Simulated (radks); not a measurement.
The numbers below are computed, except where a source is named.
Spherical quantum dot in the effective-mass picture: electrons in a well V = -V0 / (1 + exp((r - R)/a)) with V0 = 6.64, R = 5.84, a = 0.52, all in effective atomic units (hartree* = m*/eps^2 hartree, bohr* = eps/m* bohr), one dielectric constant everywhere. Level of theory: non-relativistic Kohn-Sham, LDA (Slater exchange, Perdew-Wang correlation), spin-polarised, spherical densities (a radial shooting solver with Libxc functionals). Levels are named by radial order and angular momentum (1s, 1p, 1d, 2s, ...), and open shells are averaged over m.

N = 16, configuration 1s2 1p6 1d(up 5, down 3). This is the lowest configuration that the search found. Occupied and some empty levels:

| level | occupation | eigenvalue (hartree*) | <r> (bohr*) |
|---|---|---|---|
| 1s up | 1 | -2.6674 | 3.580 |
| 1s down | 1 | -2.6504 | 3.571 |
| 1p up | 3 | -2.5727 | 3.763 |
| 1p down | 3 | -2.5550 | 3.761 |
| 1d up | 5 | -2.4145 | 3.927 |
| 1d down | 3 | -2.3965 | 3.928 |
| 1f up | 0 | -2.2037 | 4.072 |
| 1f down | 0 | -2.1857 | 4.074 |
| 2s up | 0 | -2.0917 | 2.696 |
| 2s down | 0 | -2.0830 | 2.692 |
| 2p up | 0 | -1.8358 | 3.165 |
| 2p down | 0 | -1.8248 | 3.161 |

Energy (hartree*): total -69.2783, kinetic 5.6762, external -101.22, Hartree 30.647, exchange-correlation -4.3833.

Electron density:

| r (bohr*) | n(r) (e/bohr*^3) |
|---|---|
| 0.156 | 0.002206 |
| 0.745 | 0.003271 |
| 1.33 | 0.006532 |
| 1.92 | 0.01357 |
| 2.51 | 0.02541 |
| 3.10 | 0.03908 |
| 3.69 | 0.04459 |
| 4.28 | 0.03254 |
| 4.87 | 0.01244 |
| 5.45 | 0.002073 |
| 6.04 | 0.0001451 |
| 6.63 | 5.403e-06 |
| 7.22 | 1.521e-07 |
| 7.81 | 4.004e-09 |
